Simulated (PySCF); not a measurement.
SiOBr, SMILES O=[Si]Br, multiplicity 2. Coordinates come from a PBE-D3(BJ)/def2-TZVP optimisation.

Task: Give the equilibrium geometry at PBE-D3(BJ)/def2-TZVP (PySCF confirms it by a frequency run) as bond lengths and angles, and its point group. (Estimate from the structure and the level; the computed values follow.)

Result: point group Cs.
Atoms: Si1 O2 Br3. Bond lengths (Å): Si1–O2 1.542, Si1–Br3 2.250. Bond angles (°): O2–Si1–Br3 126.1.
Charge 0, spin multiplicity 2.
